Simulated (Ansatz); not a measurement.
Potential energy curve for Mg2, singlet.

Calculation: full CI/aug-cc-pVTZ, frozen core in Ansatz (an electronic-structure program).

Problem. Relative to R = 3.98 Å, what are the energies at R = 3.06, 5.36, 7.09, 8.84 Å?

Solution. 3.2 kcal/mol at 3.06 Å, 0.7 kcal/mol at 5.36 Å, 1.1 kcal/mol at 7.09 Å, 1.2 kcal/mol at 8.84 Å.
